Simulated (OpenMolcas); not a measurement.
## Se V: from RASSCF to RASPT2

```
Program             : OpenMolcas
Basis               : ANO-RCC-VQZP [7s6p4d2f1g]
Scalar Hamiltonian  : DKH2, point nucleus
Active space        : 2 electrons in 9 orbitals (RAS2 4s 4p; RAS3 4d, at most 2 electrons)
State averaging     : 2S+1 = 3 even, 3 roots; 2S+1 = 1 even, 7 roots; 2S+1 = 3 odd, 3 roots; 2S+1 = 1 odd, 3 roots
Spin-orbit coupling : RASSI with atomic mean-field integrals over the reference wave functions, term energies averaged over their components
```

Methods on the same reference wave functions:
A. RASSCF
B. SS-RASPT2, IPEA 0.25 Eh, imaginary shift 0.1 Eh (closed shells correlated: 3d)
C. MS-RASPT2, IPEA 0.25 Eh, imaginary shift 0.1 Eh (closed shells correlated: 3d)

Energies in cm-1 above 4s2 1S0, the measured ground level; measured values from the list in Rauch et al., Astron. Astrophys. 606, A105 (2017).

```
      Level       A       B       C  Measured
    4s2 1S0     0.0     0.0     0.0       0.0
4s 4p 3P* 0   85794   87473   87516     89749
4s 4p 3P* 1   87219   88893   88935     91350
4s 4p 3P* 2   90336   92014   92057     94960
4s 4p 1P* 1  133051  132192  132235    131733
    4p2 1D2  207985  210238  210281    213203
    4p2 3P0  208764  210228  210269    211794
    4p2 3P1  210638  212142  212184    214091
    4p2 3P2  214194  215793  215835    218615
```

Deviations, from unrounded energies. A percentage is the sum of absolute deviations over the sum of measured energies, with the sign that they share, or ± where signs differ.

| Against measurement | Levels | A | B | C |
| --- | --- | --- | --- | --- |
| mean absolute deviation (cm-1) | 8 | 3800 | 2200 | 2100 |
| other configurations (%) | 8 | ±2.4 | ±1.4 | ±1.4 |

B, C lie about equally close to measurement and A furthest from it. The largest miss of C in the table is 4p2 1D2, by -2900 cm-1. The ranking rests on the paired levels alone, and a cruder setting can come out closer through cancelling errors.

Between B and C the level of the table that moves most is 4p2 1D2, by 43 cm-1 (lowest in B, highest in C).

The lowest spin-free term lies below A's lowest term by 0.077 hartree in B, 0.078 hartree in C.

Active for correlation alone: 4d; no level in the range computed is led by a configuration that fills it, so any true level of that kind is missing. Some terms mix strongly with configurations of 4d, whose occupation reaches 0.21 (4p2 1D). Measured partners are found by configuration, term and J. A level has none where our copy of the source lacks it or the pairing is in doubt (some pairs that miss far off the trend of their configuration count as doubtful), and it then counts in no deviation. Only configurations of the active space appear. The table leaves out levels that lie high or whose names do not pair safely across all columns.

* marks odd parity.
